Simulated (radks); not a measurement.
Spherical quantum dot in the effective-mass picture: electrons in a well V = -V0 / (1 + exp((r - R)/a)) with V0 = 1.87, R = 11.8, a = 0.36, with a point charge +2 (a donor) at the centre, all in effective atomic units (hartree* = m*/eps^2 hartree, bohr* = eps/m* bohr), one dielectric constant everywhere. Calculated with a radial shooting solver with Libxc functionals: non-relativistic Kohn-Sham, LDA (Slater exchange, Perdew-Wang correlation), spin-polarised, spherical densities. Levels are named by radial order and angular momentum (1s, 1p, 1d, 2s, ...), and open shells are averaged over m.

N = 3, configuration 1s2 2s(up 1, down 0). This is the lowest configuration that the search found (a dilute case). Occupied and some empty levels:

level    occupation  eigenvalue (hartree*)  <r> (bohr*)
1s up             1                -2.2739       0.9671
1s down           1                -2.2718       0.9655
2s up             1                -1.7831        6.608
2s down           0                -1.7624        6.690
1p up             0                -1.7579        6.929
1p down           0                -1.7377        7.022
1d up             0                -1.7104        7.631
1d down           0                -1.6916        7.736
1f up             0                -1.6541        8.091
1f down           0                -1.6369        8.181
2p up             0                -1.6198        6.176
2p down           0                -1.6045        6.084
1g up             0                -1.5889        8.445
1g down           0                -1.5731        8.519

Energy (hartree*): total -8.40403, kinetic 2.8168, external -12.573, Hartree 2.4008, exchange-correlation -1.0485.

Electron density:

r (bohr*)  n(r) (e/bohr*^3)
0.368                0.8507
0.984                0.1026
1.60                0.01560
2.21               0.002882
2.83              0.0008210
3.45              0.0005019
4.06              0.0004711
4.68              0.0004717
5.29              0.0004565
5.91              0.0004197
6.52              0.0003653
7.14              0.0002997
7.76              0.0002305
